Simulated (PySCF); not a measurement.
**How methods differ on the ionisation energy of Nd⁴⁹⁺**

Nd⁴⁹⁺ [Ne] 3s1 (2S) → Nd⁵⁰⁺ [Ne] (1S), as a difference of total energies. Computed with PySCF 2.14 in an even-tempered Gaussian basis (17 s from 11 bohr⁻², ratio 2.5; 12 p from 14 bohr⁻², ratio 2.5; 4 d from 52 bohr⁻², ratio 2.7; 4 f from 78 bohr⁻², ratio 2.7), with scalar relativity by spin-free X2C-1e. Correlated levels: outer shells: 1s2 frozen; virtual orbitals above 40 to 60 times the deepest correlated orbital energy dropped. The calculations carry no spin-orbit coupling.

| method | ionisation energy (eV) |
| --- | --- |
| UHF | 4302.1 |
| MP2 (outer shells) | 4302.9 |
| SCS-MP2 (outer shells) | 4302.7 |
| CCSD (outer shells) | 4302.9 |
| CCSD(T) (outer shells) | 4302.9 |

Breit and QED terms and the two-electron picture change are absent.

For comparison: 4302 ± 4 eV (theoretical estimate listed by NIST; NIST Atomic Spectra Database, ionization energies).
